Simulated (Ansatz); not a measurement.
`C=[C]([AlH2])C(C)=N` and `C=CC(C)=N` differ in one atom or group.

Ansatz, PBE0-D4/def2-TZVP geometries, multiplicity 1. Each molecule was computed in one conformer, which needn't be the lowest.

```json
{"property": "HOMO energy (PBE0/def2-TZVPP) / eV", "`C=[C]([AlH2])C(C)=N`": "-7.41"}
{"property": "size of the dipole moment (B3LYP/def2-TZVPP) / D", "`C=[C]([AlH2])C(C)=N`": "1.81"}
{"property": "HOMO–LUMO gap (PBE0/def2-TZVPP) / eV", "`C=[C]([AlH2])C(C)=N`": "5.62"}
{"property": "HOMO energy (PBE/def2-TZVPP) / eV", "`C=[C]([AlH2])C(C)=N`": "-5.92"}
{"property": "HOMO energy (ωB97M-V/def2-TZVPP) / eV", "`C=[C]([AlH2])C(C)=N`": "-9.78"}
{"property": "HOMO–LUMO gap (B3LYP/def2-TZVPP) / eV", "`C=[C]([AlH2])C(C)=N`": "5.17"}
```

Question: What does the change do to each property? (Best estimate.)

Answer: The calculation gave: 
```csv
property,`C=CC(C)=N`,shift
HOMO energy (PBE0/def2-TZVPP) / eV,-7.47,-0.06
size of the dipole moment (B3LYP/def2-TZVPP) / D,2.37,0.56
HOMO–LUMO gap (PBE0/def2-TZVPP) / eV,6.31,0.69
HOMO energy (PBE/def2-TZVPP) / eV,-5.97,-0.05
HOMO energy (ωB97M-V/def2-TZVPP) / eV,-9.83,-0.05
HOMO–LUMO gap (B3LYP/def2-TZVPP) / eV,5.84,0.67
```

With PBE0 the HOMO falls by 0.06 eV and the LUMO rises by 0.63 eV, so the gap widens by about 0.69 eV. PBE moves the HOMO by -0.05 eV and ωB97M-V by -0.05 eV. Dipoles are sizes alone; their direction can turn.

B3LYP here is the variant with VWN-RPA as its local correlation; programs differ in this.
